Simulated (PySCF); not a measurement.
C5H13As.
InChI=1S/C5H13As/c1-5(2,3)6-4/h6H,1-4H3

Linear response at CAM-B3LYP/def2-SVPD (PySCF, frozen core in the response, non-relativistic). Geometry: PBE0-D3(BJ)/def2-SVP; no solvent, vibrations or thermal averaging. Relativistic effects, spin–orbit coupling among them, are left out although an element past zinc is present.

Static isotropic polarisability: 95.02 au (14.08 Å³), principal values 86.1, 91.9, 107.1 au.

Task: What is the polarisability at 1064 nm and at the sodium D line?

Result: 95.92 au at 1064 nm (+0.9 %), 98.05 au at 589.3 nm (+3.2 %). The rise at 589.3 nm is 3.38 times that at 1064 nm; a pure ω² law gives 3.26. The lowest singlet lies at 203 nm, shorter than both wavelengths.

Task: What is the isotropic C6 coefficient between two such molecules, C6 = (3/π)∫α(iω)² dω?

Result: 3503 au (Eh·bohr⁶) by a ten-point quadrature over imaginary frequencies, which is 2090 eV·Å⁶ or 202 J·nm⁶/mol.

Task: Which effective excitation energy ω̄ makes London's formula C6 = (3/4)α²ω̄ exact here?

Result: ω̄ = 4·C6/(3α²) = 0.517 Eh = 14.1 eV. A one-pole form α(ω) = α/(1 − ω²/ω̄²) fitted to the 1064 nm value gives 12.1 eV.

Task: How many electrons N does the Slater–Kirkwood formula C6 = (3/4)·√N·α^(3/2) need to give this C6?

Result: N = (4·C6/3)²/α³ = 25.4; the species has 76 electrons in all.

Task: What n − 1 at the D line would an ideal gas of it have at 273.15 K and 1 atm (2.6868 × 10¹⁹ cm⁻³), by n − 1 = 2π·N·α′?

Result: 24.53 × 10⁻⁴, a formal value whether or not that pressure can be reached.

Task: What molar refraction at the D line follows from R = (4π/3)·N_A·α′, with α′ the polarisability volume?

Result: α′ = 14.53 Å³ gives R = 36.65 cm³/mol, for isolated, non-vibrating species.

Task: The lowest 6 singlets have (eV, f): 6.10, 0.042; 6.36, 0.102; 6.85, 0.174; 7.38, 0.016; 7.54, 0.023; 7.75, 0.027. What share of the static polarisability do they carry in the sum over states α = Σ f/ω²?

Result: 6.31 au, 6.6 % of α; the largest term, 2.74 au, is that of the state at 6.85 eV. Their oscillator strengths add up to 0.38. Higher states carry the rest.

The values belong to the conformer `[CH3:1][AsH:2][C:3]([CH3:4])([CH3:5])[CH3:6]`: C1–As2–C3–C4 -77°.
